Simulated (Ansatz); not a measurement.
The cluster Cs3Ge3Br9, relaxed as a singlet with RKS PBE-D4/def2-SVP in Ansatz, starting from the GFN1-xTB geometry. Force threshold 0.03 eV/Å.

In the def2 sets Cs takes a core potential; there is no spin–orbit coupling. Single mean-field runs in def2-SVP are fitted with def2-universal-jkfit. Another isomer (singlet) lies 0.04 eV lower at PBE-D4/def2-SVP; other spin states weren't run for this one.

Start:

Cartesian coordinates in Å:
```
Cs 0.0359 1.4742 0.9322
Cs -0.6362 -3.7559 1.0333
Cs 1.5972 1.1757 -3.3449
Ge 1.3179 -1.6425 -0.9708
Ge -1.9435 -0.9175 1.9987
Ge -0.7437 3.4329 -2.0993
Br 2.4650 -3.5460 -0.0183
Br -2.9906 -2.6903 3.2537
Br 1.9293 -2.0684 -3.2765
Br -2.5385 1.0133 3.2765
Br -1.3440 1.0362 -2.0006
Br 2.9790 0.0337 -0.4505
Br 1.4933 3.5599 -1.1382
Br -1.9212 4.0849 -0.1320
Br 0.3002 -1.1903 2.9367
```

```json
{"step": "1", "energy (eV)": "-801419.7343", "largest force component (eV/Å)": "1.411", "SCF passes": "17"}
{"step": "2", "energy (eV)": "-801420.7182", "largest force component (eV/Å)": "0.659", "SCF passes": "20"}
{"step": "3", "energy (eV)": "-801421.2017", "largest force component (eV/Å)": "0.343", "SCF passes": "20"}
{"step": "4", "energy (eV)": "-801421.4219", "largest force component (eV/Å)": "0.160", "SCF passes": "21"}
{"step": "5", "energy (eV)": "-801421.5431", "largest force component (eV/Å)": "0.108", "SCF passes": "20"}
{"step": "6", "energy (eV)": "-801421.5977", "largest force component (eV/Å)": "0.145", "SCF passes": "20"}
{"step": "7", "energy (eV)": "-801421.6354", "largest force component (eV/Å)": "0.078", "SCF passes": "21"}
{"step": "8", "energy (eV)": "-801421.6702", "largest force component (eV/Å)": "0.075", "SCF passes": "20"}
{"step": "9", "energy (eV)": "-801421.6995", "largest force component (eV/Å)": "0.073", "SCF passes": "20"}
{"step": "10", "energy (eV)": "-801421.7175", "largest force component (eV/Å)": "0.093", "SCF passes": "20"}
{"step": "11", "energy (eV)": "-801421.7311", "largest force component (eV/Å)": "0.103", "SCF passes": "20"}
{"step": "12", "energy (eV)": "-801421.7401", "largest force component (eV/Å)": "0.105", "SCF passes": "20"}
{"step": "13", "energy (eV)": "-801421.7479", "largest force component (eV/Å)": "0.047", "SCF passes": "19"}
{"step": "14 (rejected)", "energy (eV)": "-801421.7352", "largest force component (eV/Å)": "0.224", "SCF passes": "19"}
{"step": "15", "energy (eV)": "-801421.7541", "largest force component (eV/Å)": "0.023", "SCF passes": "18"}
{"step": "16", "energy (eV)": "-801421.7588", "largest force component (eV/Å)": "0.056", "SCF passes": "20"}
{"step": "17", "energy (eV)": "-801421.7650", "largest force component (eV/Å)": "0.074", "SCF passes": "19"}
{"step": "18", "energy (eV)": "-801421.7666", "largest force component (eV/Å)": "0.223", "SCF passes": "20"}
{"step": "19", "energy (eV)": "-801421.7697", "largest force component (eV/Å)": "0.102", "SCF passes": "21"}
{"step": "20", "energy (eV)": "-801421.7744", "largest force component (eV/Å)": "0.067", "SCF passes": "20"}
{"step": "21", "energy (eV)": "-801421.7756", "largest force component (eV/Å)": "0.038", "SCF passes": "16"}
{"step": "22", "energy (eV)": "-801421.7766", "largest force component (eV/Å)": "0.018", "SCF passes": "16"}
{"step": "23", "energy (eV)": "-801421.7772", "largest force component (eV/Å)": "0.018", "SCF passes": "16"}
{"step": "24", "energy (eV)": "-801421.7776", "largest force component (eV/Å)": "0.019", "SCF passes": "16"}
```

Force components are those of the run's own axes.

End:

Cartesian coordinates in Å:
```
Cs 0.586 2.239 1.489
Cs 0.159 -4.712 2.724
Cs 2.101 1.225 -3.556
Ge 0.907 -1.873 -0.784
Ge -1.926 -1.151 1.319
Ge -1.108 3.913 -2.045
Br 2.122 -3.977 -0.106
Br -2.970 -3.070 2.595
Br 1.245 -2.165 -3.263
Br -2.775 0.798 2.552
Br -1.050 1.386 -1.707
Br 2.808 -0.198 -0.388
Br 1.407 4.225 -1.652
Br -1.847 4.577 0.204
Br 0.341 -1.216 2.618
```

Bonds lost: Cs1–Ge4 (atoms count from 1). Metal–metal contacts that move far: Cs1–Cs2 5.27 to 7.07 Å.

The force fell under the threshold at step 15, but the optimiser went on and released 0.023 eV more. No frequencies were taken in this run, so the end may be a saddle point.

Hardware: 2 threads of AMD EPYC 7R13 on a shared host and a share (18 GiB) of an NVIDIA H100 80GB HBM3. Wall time 1.7 min, peak host memory 1 GiB.
